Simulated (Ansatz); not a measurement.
Cost and result for the atomization energy of `[CH3][GeH3]` (8 atoms, 7 bonds).

Total charge 0; spin multiplicity 1. Correlated methods include outer-core shells of Ge, which these sets cover unevenly. Scalar relativity is left out up to krypton. Geometry: relaxed with PBE0-D4/def2-TZVP. Program: Ansatz. All runs use 2 threads of a server CPU on a shared host. Times are those of one run each, without the atoms' runs, and a repeat can differ threefold. Electronic energies, without spin–orbit coupling; frozen cores. CCSD(T)/CBS adds CCSD(T) − MP2 in def2-TZVPP to the MP2 limit, and its time is that of the two runs behind it. T1 = 0.010. With those shells the extrapolation isn't a true limit. B3LYP takes the VWN-RPA correlation (the form of Gaussian; ORCA's B3LYP/G).

CCSD(T)/CBS is a level of theory with its own doubt, some kJ/mol a heavy atom from the limit and from the frozen cores, so smaller differences don't rank the functionals.

```json
{"level": "revPBE-D4/def2-TZVPP", "functions": "163", "wall time": "2.2 s"}
{"level": "BLYP-D4/def2-TZVPP", "functions": "163", "wall time": "2.4 s"}
{"level": "BHLYP-D4/def2-TZVPP", "functions": "163", "wall time": "2.5 s"}
{"level": "PBE0-D4/def2-TZVPP", "functions": "163", "wall time": "2.8 s"}
{"level": "CCSD(T)/def2-SVP", "functions": "76", "wall time": "2.9 s"}
{"level": "B3LYP-D4/def2-TZVPP (with forces)", "functions": "163", "wall time": "4.1 s"}
{"level": "r2SCANh-D4/def2-TZVPP", "functions": "163", "wall time": "4.2 s"}
{"level": "r2SCAN-D4/def2-TZVPP (with forces)", "functions": "163", "wall time": "4.3 s"}
{"level": "ωB97X-V/def2-TZVPP", "functions": "163", "wall time": "6.5 s"}
{"level": "ωB97M-V/def2-TZVPP (with forces)", "functions": "163", "wall time": "7.5 s"}
{"level": "MP2/def2-QZVPP", "functions": "326", "wall time": "18 s"}
{"level": "CCSD(T)/def2-TZVPP", "functions": "163", "wall time": "32 s"}
{"level": "CCSD(T)/CBS(def2)", "functions": "–", "wall time": "50 s"}
```

Problem. What atomization energy does each give, and how far from CCSD(T)/CBS? (An estimate is asked.)

Solution. The calculation gave: 
```
                             level  atomization (kcal/mol)  difference from CCSD(T)/CBS  per bond
              revPBE-D4/def2-TZVPP                   585.5                        -15.1      -2.1
                BLYP-D4/def2-TZVPP                   590.2                        -10.4      -1.5
               BHLYP-D4/def2-TZVPP                   589.5                        -11.1      -1.6
                PBE0-D4/def2-TZVPP                   593.3                         -7.3      -1.0
                  CCSD(T)/def2-SVP                   570.8                        -29.8      -4.3
 B3LYP-D4/def2-TZVPP (with forces)                   597.1                         -3.5      -0.5
             r2SCANh-D4/def2-TZVPP                   596.8                         -3.8      -0.5
r2SCAN-D4/def2-TZVPP (with forces)                   598.2                         -2.4      -0.3
                ωB97X-V/def2-TZVPP                   600.5                         -0.1       0.0
  ωB97M-V/def2-TZVPP (with forces)                   596.3                         -4.3      -0.6
                    MP2/def2-QZVPP                   590.4                        -10.2      -1.4
                CCSD(T)/def2-TZVPP                   591.0                         -9.6      -1.4
                 CCSD(T)/CBS(def2)                   600.6                          0.0       0.0
```

At CCSD(T), def2-SVP lies −29.8 kcal/mol from the extrapolated value and def2-TZVPP −9.6 kcal/mol: correlation converges slowly with the basis, and small sets miss more of it in the bonded molecule than in its fragments. In def2-TZVPP, CCSD(T) changes the Hartree–Fock value by +135.8 kcal/mol (the triples alone add +4.8 kcal/mol) and MP2 by +129.7 kcal/mol; breaking electron pairs costs correlation energy, which Hartree–Fock lacks. From BLYP to BHLYP (50 % exact exchange), in def2-TZVPP and without D4, the atomization energy moves by +1.7 kcal/mol.
